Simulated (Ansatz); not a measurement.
A run for Ansatz (an electronic-structure program): R-CCSD(T)/cc-pVTZ on BH3O2 (SMILES OBO), a point of a torsion scan.

Ansatz 0.2 input:
```yaml
crystal:
  periodic: [false, false, false]
  atoms:
    - {symbol: O, position_ang: [-1.31806886, -0.20805227, -0.32562927]}
    - {symbol: B, position_ang: [-0.10333384, 0.29774404, -0.65428571]}
    - {symbol: O, position_ang: [-0.06224205, 1.56389329, -1.09737681]}
    - {symbol: H, position_ang: [-1.46378888, -0.51735246, 0.56175852]}
    - {symbol: H, position_ang: [0.89286188, -0.34203067, -0.51001183]}
    - {symbol: H, position_ang: [0.77403318, 1.89073656, -1.42404715]}
basis:
  gaussian:
    orbitals: cc-pVTZ
magnetization: {spin_polarized: false}
correlation: {method: ccsd_t, electrons: outside_noble_gas}
scf: {lower_state_search: off}
```

It printed:

```
WARN ansatz: RAYON_NUM_THREADS=1 ignored (pool sized by the plan → 1); use --threads N
Functional definition: HF
these checks for a lower state are left out or cut short: stability, starts, cluster_reference, orbital_swaps, neighbouring_geometries, increment
integrals: 0.24 GiB planned
784 factors; integrals over basis functions are off by at most 1.0e-3 eV
mean field: 0.23 GiB planned
mean field evaluation 1: about -4794.5989 eV, gradient 4.4e1 eV
mean field evaluation 2: about -4794.6006 eV, gradient 4.4e1 eV
mean field evaluation 4: about -4798.0194 eV, gradient 2.6e0 eV
mean field evaluation 8: about -4798.0441 eV, gradient 9.6e-5 eV
mean field -4798.04406050 eV, -176.3248669922 hartree, gradient 1.3e-6 eV, S^2 0.000000; 0 other end points of the search recorded, 0 dependent functions left out
3 core orbitals not correlated
reference -4798.04406050 eV, -176.3248669922 hartree; 9, 9 occupied and 120, 120 virtual orbitals, 784 factors
second order -15.89416841 eV of doubles, -0.00000000 eV of singles
coupled cluster: 0.76 GiB planned
cycle   1  -15.83637338 eV  change    5.8e-2 eV  update   7.8e-2
cycle   2  -16.16869077 eV  change   -3.3e-1 eV  update   2.1e-2
cycle   3  -16.24675593 eV  change   -7.8e-2 eV  update   1.2e-2
cycle   4  -16.23272598 eV  change    1.4e-2 eV  update   3.0e-3
cycle   5  -16.23264758 eV  change    7.8e-5 eV  update   1.4e-3
cycle   6  -16.23305162 eV  change   -4.0e-4 eV  update   3.5e-4
cycle   7  -16.23282146 eV  change    2.3e-4 eV  update   1.2e-4
cycle   8  -16.23277262 eV  change    4.9e-5 eV  update   3.8e-5
cycle   9  -16.23278420 eV  change   -1.2e-5 eV  update   1.5e-5
perturbative correction -0.55785929 eV, -0.0205009507 hartree
Total energy: -4814.83470399 eV, -176.9419117594 hartree
Checks for a lower state left out: stability, starts, cluster_reference, orbital_swaps, neighbouring_geometries, increment
```

The run converged.

Cost: about 8 core-seconds (a rough figure).
